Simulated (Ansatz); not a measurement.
A structure relaxed at PBE-D4/def2-SVP in Ansatz, charge 1, singlet:

Cartesian coordinates in Å:
```
N -2.296 -0.437 2.783
Ga -0.343 -0.991 3.133
N 0.575 0.714 3.623
N -1.327 2.725 2.005
Ga 0.649 2.243 2.338
N -2.538 -2.532 0.597
Ga -2.911 -0.574 0.872
Ga -0.589 -3.121 0.911
N 0.291 -1.471 1.378
Ga 2.230 -2.049 1.717
N -1.680 0.454 -0.249
Ga -2.018 2.339 0.155
Ga 0.233 -0.063 0.035
N 1.205 1.509 0.645
N 3.247 -0.878 0.482
Ga 3.179 1.046 0.957
N -0.700 3.457 -0.875
Ga 1.285 2.986 -0.590
N 0.075 -3.625 -0.905
N -1.838 -1.713 -2.626
Ga -2.267 0.180 -2.096
Ga 0.127 -2.284 -2.384
N 0.950 -0.699 -1.659
Ga 2.915 -1.247 -1.437
N -0.971 1.114 -3.320
Ga 1.008 0.589 -3.090
N 1.872 2.229 -2.344
H -2.876 -1.080 3.346
H -2.538 0.483 3.176
H -0.403 -2.037 4.303
H 0.312 1.028 4.569
H 1.570 0.433 3.717
H -1.966 2.346 2.717
H -1.397 3.744 2.160
H 1.306 3.539 2.931
H -3.105 -3.059 1.280
H -2.922 -2.850 -0.304
H -4.447 -0.249 0.731
H -0.668 -4.326 1.914
H 2.509 -1.646 3.236
H 2.287 -3.568 1.229
H -3.493 2.857 -0.034
H 4.236 -1.145 0.629
H 3.396 1.248 2.526
H 3.972 1.921 -0.118
H -0.805 4.435 -0.560
H -0.970 3.512 -1.867
H 1.991 4.337 -0.215
H -0.328 -4.520 -1.220
H 1.077 -3.842 -0.742
H -2.510 -2.368 -2.203
H -2.036 -1.809 -3.635
H -3.759 0.555 -2.435
H 0.567 -2.882 -3.767
H 2.928 -2.819 -1.719
H 3.724 -0.224 -2.357
H -1.129 2.131 -3.306
H -1.218 0.862 -4.290
H 1.513 0.205 -4.527
H 2.847 1.924 -2.159
H 1.970 2.965 -3.059
```

(1) Give its formula.

(2) Summarise the bond lengths by kind (pairs closer than 1.2 times the sum of covalent radii, bridged metal pairs left out).

Results:

(1) Ga13N14H34⁺, a nanocrystal cut from wurtzite GaN (hydrogen-capped).

(2) 37 × Ga–N 1.93 to 2.06 Å; 19 × H–N 1.03 to 1.04 Å; 15 × Ga–H 1.57 to 1.60 Å.

Single mean-field runs in def2-SVP are fitted with def2-universal-jkfit.
